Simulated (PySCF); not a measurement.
2-pyridinecarboxaldehyde, C6H5NO.
Numbering: `[O:1]=[CH:2][c:3]1[cH:4][cH:5][cH:6][cH:7][n:8]1` (hydrogens: H9 on C2; H10 on C4; H11 on C5; H12 on C6; H13 on C7)

Method: PBE0-D3(BJ)/def2-SVP geometry optimisation, gas phase (PySCF).

(1) What internal coordinates does the optimisation give?

Answers

(1) 
```csv
bond,length (bohr),order
O1=C2,2.275,double
C2–C3,2.816,single
C3–C4,2.641,aromatic
C4–C5,2.627,aromatic
C5–C6,2.634,aromatic
C6–C7,2.640,aromatic
C7–N8,2.509,aromatic
C3–N8,2.522,aromatic
C2–H9,2.112,single
C4–H10,2.064,single
C5–H11,2.065,single
C6–H12,2.064,single
C7–H13,2.071,single
```

Orders are formal, as drawn. A selection of angles:
```csv
angle,degrees
O1–C2–C3,124.0
O1–C2–H9,122.9
C3–C2–H9,113.1
C2–C3–C4,120.2
C2–C3–N8,116.0
C4–C3–N8,123.8
C3–C4–C5,118.0
C3–C4–H10,119.0
C5–C4–H10,123.0
C4–C5–C6,118.5
C4–C5–H11,120.8
C6–C5–H11,120.7
C5–C6–C7,118.8
C5–C6–H12,121.1
C7–C6–H12,120.1
C6–C7–N8,123.1
C6–C7–H13,120.2
N8–C7–H13,116.7
C3–N8–C7,117.8
```

Dihedral angles: O1–C2–C3–C4 0° (synperiplanar).

The 5 C–C bonds span 1.390 Å (C4–C5, aromatic) to 1.490 Å (C2–C3, drawn single), a spread of 0.100 Å. N8 (pyridine-type nitrogen) is bent (angle 117.8°). Of the pairs four or more bonds apart, O1···H10 is among the closest relative to their van der Waals radii: 2.58 Å, 95 % of the sum of Bondi's values. The 8 heavy atoms lie in one plane (0.000 Å rms). The 6-membered ring C3–C4–C5–C6–C7–N8 has internal angles of 117.8° to 123.8° (sum 720°, against 720° for a flat polygon); it is planar, 0.00 Å rms from its mean plane, widest ring torsion 0°.

Point group: Cs (every atom within 0.08 Å of its image). Not checked by PBE0-D3(BJ)/def2-SVP frequencies. The numbers are those of one conformer.
